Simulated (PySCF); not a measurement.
**Argon: a sound run and one with changed settings**

Sound run: Ar²⁺ [Ne] 3s2 3p4, Ar³⁺ [Ne] 3s2 3p3. All numbers are calculated (PySCF 2.14, the non-relativistic Hamiltonian (point nucleus), in cc-pV(D+d)Z (4s3p2d, 23 functions)). In the sound run the correlated levels freeze [Ne]. The sound run starts from symmetry-adapted Hartree-Fock orbitals and uses a fine grid where one is needed.

A second run was set up differently.

| species | method | sound run (hartree) | changed run (hartree) | converged |
| --- | --- | --- | --- | --- |
| Ar²⁺ | UHF | -525.28948 | -525.28948 | yes |
| Ar²⁺ | B3LYP | -525.94166 | -525.94166 | yes |
| Ar²⁺ | M06-2X | -525.91513 | -525.91513 | yes |
| Ar²⁺ | MP2 | -525.38272 | -525.36022 | yes |
| Ar²⁺ | CCSD(T) | -525.40605 | -525.40605 | yes |
| Ar³⁺ | UHF | -523.84495 | -523.84495 | yes |
| Ar³⁺ | B3LYP | -524.44014 | -524.44014 | yes |
| Ar³⁺ | M06-2X | -524.42095 | -524.42095 | yes |
| Ar³⁺ | MP2 | -523.92175 | -523.90249 | yes |
| Ar³⁺ | CCSD(T) | -523.94458 | -523.94458 | yes |

Ionisation energy of Ar²⁺:

| method | sound run (eV) | changed run (eV) |
| --- | --- | --- |
| UHF | 39.308 | 39.308 |
| B3LYP | 40.858 | 40.858 |
| M06-2X | 40.658 | 40.658 |
| MP2 | 39.755 | 39.667 |
| SCS-MP2 | 39.774 | 39.686 |
| CCSD | 39.759 | 39.759 |
| CCSD(T) | 39.769 | 39.769 |

(1) What was changed?
A. a valence shell is frozen
B. angular grid far too coarse
C. all electrons correlated in a valence basis
D. level shift left on

## Answers

(1) D. It used initial guess 1e, at most 50 SCF cycles, level shift 0.5 hartree. A level shift leaves the converged SCF energy unchanged but raises the virtual orbital energies, which shrinks MP2 if it is not removed.
